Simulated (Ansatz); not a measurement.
Reaction (ligand exchange at the Sn–C bond): `[CH3][SnH]([F])[Br]` + HBr → `[F][SnH]([Br])[Br]` + CH₄

Gas-phase electronic energies from Ansatz, PBE0-D4/def2-TZVP geometries. CCSD(T)/CBS is the MP2 limit (def2-TZVPP, def2-QZVPP) plus CCSD(T) − MP2 in def2-TZVPP, frozen cores. This one scheme is used for every species. Elements past krypton have def2 core potentials. For Br, Sn outer-core shells are correlated without core-valence functions, which leaves a few kJ/mol of doubt a bond. Scalar relativity is left out up to krypton.

```tsv
species	CCSD(T)/CBS(def2) energy (Eh)
`[CH3][SnH]([F])[Br]`	-2927.68269
HBr	-2573.91920
`[F][SnH]([Br])[Br]`	-5461.18012
CH₄	-40.46206
```

Task: Work out ΔE.

Result: ΔE = (-5461.18012) + (-40.46206) − (-2927.68269) − (-2573.91920) = -0.04029 Eh = -25.3 kcal/mol.

Largest T1 diagnostic among the species: 0.011.

From BLYP to BHLYP (50 % exact exchange), in def2-TZVPP and without D4, ΔE moves by −0.9 kcal/mol. In def2-TZVPP, CCSD(T) changes the Hartree–Fock value by +5.1 kcal/mol (the triples alone add +0.2 kcal/mol) and MP2 by +4.4 kcal/mol. Leaving LDA and LC-ωPBE aside and taking each functional with its dispersion term where it has one, the values, not all of them listed here, spread over 2.3 kcal/mol, from BHLYP-D4 to ωB97M-V. LDA lies +1.7 kcal/mol from PBE without D4.
